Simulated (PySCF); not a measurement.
## V⁸⁺ (vanadium, charge +8) across methods

[Ne] 3s2 3p3, high-spin 4S determinant. All numbers are calculated (PySCF 2.14, the spin-free X2C one-electron Hamiltonian (Gaussian nucleus), in an uncontracted even-tempered set (19 s from 0.4 bohr⁻², ratio 2.5; 12 p from 0.52 bohr⁻², ratio 2.5; 5 d from 3.3 bohr⁻², ratio 2.7; 4 f from 4.9 bohr⁻², ratio 2.7)).

```json
{"method": "MN15", "E (hartree)": "-927.103", "mean ε 3s α (eV)": "-223.29", "mean ε 3s β (eV)": "-215.84", "mean ε 3p α (eV)": "-196.42", "Σ⟨r²⟩ (bohr²)": "5.029", "⟨S²⟩": "3.750"}
{"method": "LDA", "E (hartree)": "-924.276", "mean ε 3s α (eV)": "-219.49", "mean ε 3s β (eV)": "-212.73", "mean ε 3p α (eV)": "-191.78", "Σ⟨r²⟩ (bohr²)": "5.060", "⟨S²⟩": "3.750"}
{"method": "r2SCAN", "E (hartree)": "-926.501", "mean ε 3s α (eV)": "-222.75", "mean ε 3s β (eV)": "-212.60", "mean ε 3p α (eV)": "-193.27", "Σ⟨r²⟩ (bohr²)": "5.059", "⟨S²⟩": "3.750"}
{"method": "UHF", "E (hartree)": "-925.89728", "mean ε 3s α (eV)": "-239.99", "mean ε 3s β (eV)": "-220.86", "mean ε 3p α (eV)": "-204.41", "Σ⟨r²⟩ (bohr²)": "5.073", "⟨S²⟩": "3.750"}
{"method": "PBE0", "E (hartree)": "-926.348", "mean ε 3s α (eV)": "-225.38", "mean ε 3s β (eV)": "-215.09", "mean ε 3p α (eV)": "-195.39", "Σ⟨r²⟩ (bohr²)": "5.056", "⟨S²⟩": "3.750"}
{"method": "M06", "E (hartree)": "-926.553", "mean ε 3s α (eV)": "-225.18", "mean ε 3s β (eV)": "-215.21", "mean ε 3p α (eV)": "-195.18", "Σ⟨r²⟩ (bohr²)": "5.045", "⟨S²⟩": "3.750"}
```

(1) Estimate the same row for PBE.

## Answers

(1) E (hartree) = -926.301; mean ε 3s α (eV) = -220.13; mean ε 3s β (eV) = -212.48; mean ε 3p α (eV) = -192.01; Σ⟨r²⟩ (bohr²) = 5.054; ⟨S²⟩ = 3.750.
